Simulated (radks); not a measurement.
Results of a calculation; reference values are marked as such.
Ionisation ladder of rhenium, from Re22+ to Re43+. Each ion is in the ground configuration listed by NIST, and IE = E(next ion) - E(this ion). Code: a radial shooting solver on a logarithmic mesh with Libxc functionals. Model: scalar-relativistic Kohn-Sham, r2SCAN, spin-polarised, spherical densities, finite nucleus; open shells are filled with parallel spins first (spin-orbit coupling, left out, can overturn this in heavy ions); meta-GGA in the generalised Kohn-Sham scheme; Fermi nuclear charge, rms radius 5.3698 fm.

species,configuration,E (hartree),"IE, Delta-SCF (eV)",-e(HOMO) (eV),HOMO,<r> HOMO (bohr),"IE, NIST (eV)",kind,error (eV)
Re22+,[Kr] 4d10 4f7,-16492.5508,647.72,625.24,4f up,0.467,670,theory,-22.3
Re23+,[Kr] 4d10 4f6,-16468.7475,693.56,670.55,4f up,0.459,720,theory,-26.4
Re24+,[Kr] 4d10 4f5,-16443.2597,740.44,716.93,4f up,0.452,760,theory,-19.6
Re25+,[Kr] 4d10 4f4,-16416.0491,788.33,764.33,4f up,0.445,810,theory,-21.7
Re26+,[Kr] 4d10 4f3,-16387.0785,837.20,812.73,4f up,0.439,860,theory,-22.8
Re27+,[Kr] 4d10 4f2,-16356.3121,887.01,862.10,4f up,0.433,910,theory,-23.0
Re28+,[Kr] 4d10 4f1,-16323.7153,937.71,912.38,4f up,0.427,953,theory,-15.3
Re29+,[Kr] 4d10,-16289.2549,1204.0,1180.0,4d,0.439,1194,theory,+10.0
Re30+,[Kr] 4d9,-16245.0099,1253.5,1229.4,4d down,0.436,1242,theory,+11.5
Re31+,[Kr] 4d8,-16198.9448,1303.3,1279.1,4d down,0.432,1294,theory,+9.3
Re32+,[Kr] 4d7,-16151.0478,1353.5,1329.1,4d down,0.429,1349,theory,+4.5
Re33+,[Kr] 4d6,-16101.3093,1403.8,1379.3,4d down,0.426,1402,theory,+1.8
Re34+,[Kr] 4d5,-16049.7214,1473.3,1447.9,4d up,0.421,1454,theory,+19.3
Re35+,[Kr] 4d4,-15995.5769,1526.1,1500.4,4d up,0.418,1530,theory,-3.9
Re36+,[Kr] 4d3,-15939.4945,1579.1,1553.3,4d up,0.415,1583,theory,-3.9
Re37+,[Kr] 4d2,-15881.4631,1632.4,1606.5,4d up,0.412,1641,theory,-8.6
Re38+,[Kr] 4d1,-15821.4736,1685.9,1659.9,4d up,0.409,1696,theory,-10.1
Re39+,[Kr],-15759.5185,1945.5,1920.0,4p,0.408,1912,theory,+33.5
Re40+,[Ar] 3d10 4s2 4p5,-15688.0220,1998.2,1973.2,4p down,0.406,1966,theory,+32.2
Re41+,[Ar] 3d10 4s2 4p4,-15614.5884,2049.5,2025.3,4p down,0.404,2025,theory,+24.5
Re42+,[Ar] 3d10 4s2 4p3,-15539.2718,2122.7,2096.5,4p up,0.401,2080,theory,+42.7
Re43+,[Ar] 3d10 4s2 4p2,-15461.2646,2176.8,2151.0,4p up,0.399,2240,theory,-63.2

Reference values: NIST Atomic Spectra Database (exp. = measured, semi-emp. = semi-empirical, theory = theoretical value adopted there). The ionisation energy per charge of the ion left behind rises most, in proportion, at Re29+ ([Kr] 4d10), from 32.335 to 40.132 eV. Open shells are spherical and high-spin; term and fine-structure splittings are not resolved. Spin-orbit splitting is averaged out at the scalar-relativistic level.
